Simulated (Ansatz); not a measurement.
Two isomers of CH8GeSi2: A = `[CH2]1[SiH2][SiH2][GeH2]1`, B = `[SiH3][GeH]1[CH2][SiH2]1`.

Calculated with Ansatz (gas phase, PBE0-D4/def2-TZVP geometries, no zero-point term in ΔE). CBS: MP2 limit from def2 TZ/QZ plus the TZ coupled-cluster correction, frozen cores. DFT in def2-TZVPP. B3LYP here is the variant with VWN-RPA as its local correlation; programs differ in this. For Ge outer-core shells are correlated without core-valence functions, which leaves a few kJ/mol of doubt a bond. Scalar relativity is left out up to krypton.

Problem. Which is lower in electronic energy at CCSD(T)/CBS, and by how much? (Estimate.)

Solution. Ansatz gave: A, by 16.0 kcal/mol.

Problem. Give E(B) − E(A) in kcal/mol with B2PLYP, ωB97M-V, B3LYP-D4, CCSD(T)/def2-TZVPP, LDA (SPW92), PBE0-D4, PBE-D4. (An estimate is asked.)

Solution. Computed: B2PLYP 15.3, ωB97M-V 16.4, B3LYP-D4 15.7, CCSD(T)/def2-TZVPP 16.6, LDA (SPW92) 17.3, PBE0-D4 17.5, PBE-D4 16.3. None reverses the order clearly.

Problem. Does the order hold for the free energy at 298.15 K (harmonic terms from PBE0-D4)? (Best estimate.)

Solution. The calculation gave: Yes: G(B) − G(A) = +14.5 kcal/mol.

Largest T1 diagnostic: 0.012.

From PBE to PBE0 (25 % exact exchange), in def2-TZVPP and without D4, E(B) − E(A) moves by +1.3 kcal/mol. At CCSD(T), def2-SVP lies +0.9 kcal/mol from the extrapolated value and def2-TZVPP +0.6 kcal/mol.
